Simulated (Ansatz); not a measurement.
Job for Ansatz (an electronic-structure program): R-PBE/def2-TZVPP on CdI2 (SMILES [I][Cd][I]), atoms moved off the minimum. Elements past Kr take the def2 small-core potentials; no spin–orbit coupling.

Ansatz 0.2 input:
```yaml
crystal:
  periodic: [false, false, false]
  atoms:
    - {symbol: Cd, position_ang: [0.07201108, -0.00499114, 0.02263757]}
    - {symbol: I, position_ang: [0.03923256, 0.03280287, 2.68378574]}
    - {symbol: I, position_ang: [0.02647161, -0.01082877, -2.60373535]}
basis:
  gaussian:
    orbitals: def2-TZVPP
hamiltonian:
  xc: {name: PBE}
scf: {lower_state_search: off}
output: {forces: true}
```

The log:

```
WARN ansatz: RAYON_NUM_THREADS=6 ignored (pool sized by the plan → 6); use --threads N
Functional definition: PBE
these checks for a lower state are left out or cut short: stability, starts, cluster_reference, orbital_swaps, neighbouring_geometries, increment
integrals: 0.08 GiB planned
1116 factors; their error is unknown
mean field: 0.54 GiB planned
mean field evaluation 1: about -20767.8348 eV, gradient 2.8e1 eV
mean field evaluation 2: about -20760.0811 eV, gradient 6.4e1 eV
mean field evaluation 4: about -20769.7992 eV, gradient 2.5e0 eV
mean field evaluation 8: about -20769.8007 eV, gradient 1.2e-1 eV
mean field evaluation 16: about -20769.8007 eV, gradient 3.7e-5 eV
mean field -20769.80069564 eV, -763.2760972883 hartree, gradient 3.2e-7 eV, S^2 0.000000; 0 other end points of the search recorded, 0 dependent functions left out
the calculation of the forces begins
reference -20769.80072813 eV, -763.2760984820 hartree; 35, 35 occupied and 121, 121 virtual orbitals, 1116 factors
Total energy: -20769.80072813 eV, -763.2760984820 hartree
Atom 0 at     0.072011    -0.004991     0.022638 Å, force    -0.035777     0.016988     0.274890 eV/Å
Atom 1 at     0.039233     0.032803     2.683786 Å, force     0.018959    -0.012166    -0.488498 eV/Å
Atom 2 at     0.026472    -0.010829    -2.603735 Å, force     0.016817    -0.004822     0.213607 eV/Å
Dipole moment:     0.015610    -0.006563    -0.027881 e Å
Checks for a lower state left out: stability, starts, cluster_reference, orbital_swaps, neighbouring_geometries, increment
```

Self-consistency was reached.

Cost: about 5 core-seconds (a rough figure).
